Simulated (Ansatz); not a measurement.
Stepwise reaction of `[F][Sn]([F])([Cl])[Cl]` with hydrogen chloride, as a gas-phase model of exchange steps in deposition or etching. ΔE in kJ/mol.

Calculated with Ansatz (gas phase, PBE0-D4/def2-TZVP geometries, no zero-point term in ΔE). CBS: MP2 limit from def2 TZ/QZ plus the TZ coupled-cluster correction, frozen cores. This one scheme is used for every species. Functionals use def2-TZVPP. B3LYP here is the variant with VWN-RPA as its local correlation; programs differ in this. Elements past krypton have def2 core potentials. For Sn outer-core shells are correlated without core-valence functions, which leaves a few kJ/mol of doubt a bond.

| step | reaction | PBE-D4 | B3LYP-D4 | ωB97M-V | CCSD(T)/CBS |
| --- | --- | --- | --- | --- | --- |
| 2 | `[F][Sn]([Cl])([Cl])[Cl]` + HCl → `[Cl][Sn]([Cl])([Cl])[Cl]` + H–F | -34.5 | -34.8 | -34.2 | -39.0 |

(1) Give the row of step 1, `[F][Sn]([F])([Cl])[Cl]` + HCl → `[F][Sn]([Cl])([Cl])[Cl]` + H–F. (Best estimate.)

(2) By hand: ΔE of the 2 steps together at CCSD(T)/CBS.

Answers

(1) Computed: 
```csv
step,reaction,PBE-D4,B3LYP-D4,ωB97M-V,CCSD(T)/CBS
1,`[F][Sn]([F])([Cl])[Cl]` + HCl → `[F][Sn]([Cl])([Cl])[Cl]` + H–F,-36.5,-36.7,-36.0,-40.3
```

(2) (-40.3) + (-39.0) = -79.3 kJ/mol, or -39.6 kJ/mol a step.

In ΔE the steps differ by no more than 1.3 kJ/mol. All are downhill at CCSD(T)/CBS. PBE-D4 differs from CCSD(T)/CBS by 3.8 to 4.5 kJ/mol a step. Isolated molecules leave out the surface, adducts and barriers. Largest T1 diagnostic: 0.013.
